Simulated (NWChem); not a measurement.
System: C4H4O2; SMILES O=C1CC(=O)C1

```xyz
10

O      0.0000     2.2649     0.0000
C      0.0000     1.0632     0.0000
C      1.1215     0.0000     0.0000
C      0.0000    -1.0632     0.0000
O      0.0000    -2.2649     0.0000
C     -1.1215     0.0000     0.0000
H      1.7656     0.0000     0.8881
H      1.7656     0.0000    -0.8881
H     -1.7656     0.0000    -0.8881
H     -1.7656     0.0000     0.8881
```
Atoms are numbered in this order, from 1.

Results from NWChem. Medium grid unless said otherwise, to which SCAN and Minnesota functionals are sensitive. Geometry: optimised at B3LYP/6-31G* (spherical d).

For level Hartree-Fock/def2-TZVP:

| Quantity | Result |
|---|---|
| highest occupied level (eV) | -11.16 |
| orbital gap (eV) | 13.28 |

**Question.** What are these values for level r2SCAN/def2-TZVP?

**Answer.** The highest occupied level (eV) is -6.15 and the orbital gap (eV) is 3.48.
